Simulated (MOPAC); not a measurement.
MOPAC input (PM3):

```
PM3 PRECISE GNORM=0.05 LET XYZ UHF MS=0.5 GEO-OK AUX(PRECISION=9) THREADS=1
C6H13

C     2.55092980 1    0.05999995 1   -0.38148346 1
C     1.13582222 1    0.45689305 1   -0.78758578 1
C     0.02592254 1   -0.19855405 1    0.07141675 1
C     0.13510911 1    0.19360314 1    1.50349011 1
C    -1.35786510 1    0.14256627 1   -0.50509109 1
C    -2.50329334 1   -0.61640794 1    0.15748917 1
H     2.77519043 1    0.37633379 1    0.63852734 1
H     3.29141287 1    0.51402166 1   -1.04251820 1
H     2.68274392 1   -1.02401482 1   -0.42980507 1
H     1.02399855 1    1.54421612 1   -0.73133825 1
H     0.96325388 1    0.17958024 1   -1.83228496 1
H     0.16729708 1   -1.28446569 1   -0.00426872 1
H     0.70911065 1   -0.38378882 1    2.21396004 1
H    -0.26874901 1    1.14236176 1    1.83646442 1
H    -1.35220231 1   -0.06811366 1   -1.57854039 1
H    -1.52120972 1    1.22120892 1   -0.40495286 1
H    -2.37259314 1   -1.69559150 1    0.04494076 1
H    -2.55376718 1   -0.40122154 1    1.22639780 1
H    -3.46423730 1   -0.34912879 1   -0.28599590 1
```

Output:

```
 *******************************************************************************
 **                                                                           **
 **                              MOPAC v23.2.5                                **
 **                                                                           **
 *******************************************************************************
 ** MOPAC's Digital Object Identifier: https://doi.org/10.5281/zenodo.6511958 **
 **                                                                           **
 ** Please cite the open-source release paper for use of this MOPAC version:  **
 ** J. E. Moussa and J. J. P. Stewart (2026)                                  **
 ** MOPAC: An open-source semiempirical molecular orbital program             **
 ** J. Open Source Softw., 11(119), 8025, https://doi.org/10.21105/joss.08025 **
 *******************************************************************************

                              PM3 CALCULATION RESULTS

 *******************************************************************************
 *  PM3        - The PM3 Hamiltonian to be used
 *  GEO-OK     - OVERRIDE INTERATOMIC DISTANCE AND OTHER SAFETY CHECKS
 *  UHF        - UNRESTRICTED HARTREE-FOCK CALCULATION
 *  MS=        - IN MECI, MAGNETIC COMPONENT OF SPIN =  0.5
 *  LET        - OVERRIDE SOME SAFETY CHECKS
 *  PRECISE    - TIGHTER CRITERIA TO BE USED
 *  XYZ        - CARTESIAN COORDINATE SYSTEM TO BE USED
 *  GNORM      - EXIT WHEN GRADIENT NORM DROPS BELOW 0.050
 *  AUX        - OUTPUT AUXILIARY INFORMATION
 *******************************************************************************
PM3 PRECISE GNORM=0.05 LET XYZ UHF MS=0.5 GEO-OK AUX(PRECISION=9) THREADS=1
 C6H13

   ATOM   CHEMICAL          X               Y               Z
  NUMBER   SYMBOL      (ANGSTROMS)     (ANGSTROMS)     (ANGSTROMS)

     1       C          2.55092980  *   0.05999995  *  -0.38148346  *
     2       C          1.13582222  *   0.45689305  *  -0.78758578  *
     3       C          0.02592254  *  -0.19855405  *   0.07141675  *
     4       C          0.13510911  *   0.19360314  *   1.50349011  *
     5       C         -1.35786510  *   0.14256627  *  -0.50509109  *
     6       C         -2.50329334  *  -0.61640794  *   0.15748917  *
     7       H          2.77519043  *   0.37633379  *   0.63852734  *
     8       H          3.29141287  *   0.51402166  *  -1.04251820  *
     9       H          2.68274392  *  -1.02401482  *  -0.42980507  *
    10       H          1.02399855  *   1.54421612  *  -0.73133825  *
    11       H          0.96325388  *   0.17958024  *  -1.83228496  *
    12       H          0.16729708  *  -1.28446569  *  -0.00426872  *
    13       H          0.70911065  *  -0.38378882  *   2.21396004  *
    14       H         -0.26874901  *   1.14236176  *   1.83646442  *
    15       H         -1.35220231  *  -0.06811366  *  -1.57854039  *
    16       H         -1.52120972  *   1.22120892  *  -0.40495286  *
    17       H         -2.37259314  *  -1.69559150  *   0.04494076  *
    18       H         -2.55376718  *  -0.40122154  *   1.22639780  *
    19       H         -3.46423730  *  -0.34912879  *  -0.28599590  *

          CARTESIAN COORDINATES

    NO.       ATOM           X           Y           Z

     1         C          2.5509      0.0600     -0.3815
     2         C          1.1358      0.4569     -0.7876
     3         C          0.0259     -0.1986      0.0714
     4         C          0.1351      0.1936      1.5035
[...]
      MOLECULAR POINT GROUP   :   Cs

          ALPHA EIGENVALUES
 -39.67180 -32.95054 -28.21287 -24.66564 -21.39204 -19.78483 -16.27973 -16.24956
 -14.99389 -14.87743 -14.14629 -13.46187 -13.26136 -12.90867 -12.34876 -11.89874
 -11.65377 -11.61501  -9.34377   3.18291   3.42269   3.71188   3.81136   3.95752
   3.98255   4.08836   4.16232   4.23053   4.38711   4.62884   4.72591   4.78595
   4.85096   4.86716   5.14370   5.29278   5.35254

           BETA EIGENVALUES
 -39.49904 -32.94171 -27.61579 -24.19749 -21.37703 -19.53935 -16.14517 -16.11333
 -14.98965 -14.78830 -14.03505 -13.29945 -13.11063 -12.83534 -12.18575 -11.88729
 -11.61202 -11.50879   1.10449   3.41775   3.74174   3.81729   3.90594   3.97981
   3.98481   4.08351   4.23286   4.34146   4.41903   4.68742   4.78462   4.87174
   4.89812   4.96585   5.19980   5.56342   5.61628

              NET ATOMIC CHARGES AND DIPOLE CONTRIBUTIONS

  ATOM NO.   TYPE          CHARGE      No. of ELECS.   s-Pop       p-Pop
    1          C          -0.111797        4.1118     1.13885     2.97295
    2          C          -0.094730        4.0947     1.16160     2.93313
    3          C          -0.046995        4.0470     1.16441     2.88259
    4          C          -0.223487        4.2235     1.22870     2.99479
    5          C          -0.094764        4.0948     1.16161     2.93315
    6          C          -0.111781        4.1118     1.13886     2.97292
    7          H           0.040469        0.9595     0.95953
    8          H           0.037333        0.9627     0.96267
    9          H           0.038050        0.9619     0.96195
   10          H           0.051731        0.9483     0.94827
   11          H           0.049938        0.9501     0.95006
   12          H           0.074393        0.9256     0.92561
   13          H           0.087054        0.9129     0.91295
   14          H           0.087081        0.9129     0.91292
   15          H           0.049937        0.9501     0.95006
   16          H           0.051729        0.9483     0.94827
   17          H           0.038068        0.9619     0.96193
   18          H           0.040448        0.9596     0.95955
   19          H           0.037322        0.9627     0.96268
 DIPOLE           X         Y         Z       TOTAL
 POINT-CHG.    -0.015    -0.078    -0.227     0.240
 HYBRID         0.004     0.024     0.059     0.064
 SUM           -0.011    -0.054    -0.168     0.177

          ATOMIC ORBITAL ELECTRON POPULATIONS

     Atom    s        px        py        pz
    1  C   1.13885   0.96280   1.00045   1.00969
    2  C   1.16160   0.94643   0.99902   0.98767
    3  C   1.16441   0.94678   0.99695   0.93885
    4  C   1.22870   1.00939   1.01870   0.96670
    5  C   1.16161   0.94329   0.99587   0.99399
    6  C   1.13886   0.97733   0.99016   1.00543
    7  H   0.95953
    8  H   0.96267
    9  H   0.96195
   10  H   0.94827
   11  H   0.95006
   12  H   0.92561
   13  H   0.91295
   14  H   0.91292
   15  H   0.95006
   16  H   0.94827
   17  H   0.96193
   18  H   0.95955
   19  H   0.96268

                    (SZ)    =    0.500000
                    (S**2)  =    0.770092

          ATOMIC ORBITAL SPIN POPULATIONS

    Atom   Total    s     px     py     pz
         Atomic
    1  C -0.0034 -0.001 -0.001 -0.001 -0.001
    2  C  0.0267  0.005  0.009  0.005  0.008
    3  C -0.1175 -0.015 -0.012 -0.038 -0.053
    4  C  1.1813  0.074  0.101  0.855  0.151
    5  C  0.0264  0.005  0.012  0.004  0.006
    6  C -0.0034 -0.001 -0.001 -0.001 -0.001
    7  H  0.0007  0.001
    8  H  0.0006  0.001
    9  H  0.0003  0.000
   10  H -0.0033 -0.003
   11  H -0.0030 -0.003
   12  H  0.0560  0.056
   13  H -0.0783 -0.078
   14  H -0.0783 -0.078
   15  H -0.0030 -0.003
   16  H -0.0033 -0.003
   17  H  0.0003  0.000
   18  H  0.0007  0.001
   19  H  0.0006  0.001

 **********************
 *                    *
 * JOB ENDED NORMALLY *
 *                    *
 **********************

 == MOPAC DONE ==
```

The geometry given is a B3LYP-D3(BJ)/def2-TZVP minimum.
